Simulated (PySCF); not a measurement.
# Two-component Hartree-Fock for Kr¹⁷⁺ (krypton, charge +17)

Start: [Ar] 3d1; 3d5/2 filled at m_j = +5/2. Calculated with PySCF 2.14 in an uncontracted even-tempered set (17 s from 1.7 bohr⁻², ratio 2.8; 12 p from 2.2 bohr⁻², ratio 2.8; 8 d from 2.2 bohr⁻², ratio 2.8; 4 f from 6.5 bohr⁻², ratio 3): generalised Hartree-Fock with the X2C-1e Hamiltonian and a Gaussian nucleus; one run each with spin-orbit coupling (SO) screened by Boettger's factors, then bare. This is a chosen level, not necessarily the ground level.

| spinor shell | electrons | ε, screened SO (eV) | ε, bare SO (eV) | weight of nominal j (bare SO) | rms radius, bare SO (bohr) |
| --- | --- | --- | --- | --- | --- |
| 1s1/2 | 2 | -15023.0 | -15023.0 | 1.000 | 0.0478 |
| 2s1/2 | 2 | -2576.8 | -2576.8 | 1.000 | 0.197 |
| 2p1/2 | 2 | -2382.3 | -2384.6 | 0.999 | 0.173 |
| 2p3/2 | 4 | -2328.3 | -2327.3 | 1.000 | 0.177 |
| 3s1/2 | 2 | -821.38 | -821.38 | 1.000 | 0.510 |
| 3p1/2 | 2 | -746.62 | -747.06 | 0.969 | 0.504 |
| 3d5/2 | 1 | -639.55 | -639.24 | 1.000 | 0.469 |

(1) Where does 3p3/2 lie, and what is the 3p spin-orbit splitting (bare SO)?

```tsv
quantity	screened SO	bare SO
E (hartree)	-2637.21117	-2637.22208
M_J	5/2	5/2
⟨J²⟩	8.753	8.753
⟨L²⟩	6.005	6.005
⟨S²⟩	0.753	0.753
```

Each row is a mean over spinors that exchange with the open shell spreads, by up to 12.200 eV (3p3/2).

Results:

(1) At -737.05 eV, 10.009 eV above 3p1/2.
